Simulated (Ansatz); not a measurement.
Basis-set extrapolation for BFH$_{6}$OSi$_{2}$, SMILES `OB(F)[SiH2][SiH3]` (PBE0-D4/def2-TZVP geometry, frozen core, Ansatz 0.2.0). Multiplicity 1, RHF reference.

```csv
,def2-TZVPP,def2-QZVPP
HF,-780.562439,-780.589326
MP2 correlation,-0.833814,-0.902493
CCSD(T) correlation,-0.914883,not run
```

Energies in hartree. Use E(X) = E(∞) + A·exp(−7.88·√X) for Hartree–Fock and E(X) = E(∞) + B·X^(−2.97) for correlation, with X = 3 and 4, and add CCSD(T) minus MP2 of the smaller set to the MP2 limit.

Task: What is the CCSD(T) energy at the basis-set limit?

Result: HF limit: -780.589326 + (-0.026887) × 0.13774 = -780.59303. MP2 limit: -0.902493 + (-0.068679) × 0.74074 = -0.95337. Higher-order term: -0.914883 − (-0.833814) = -0.08107. Total: -781.62747 hartree, 394.2 kJ/mol below CCSD(T)/def2-TZVPP.
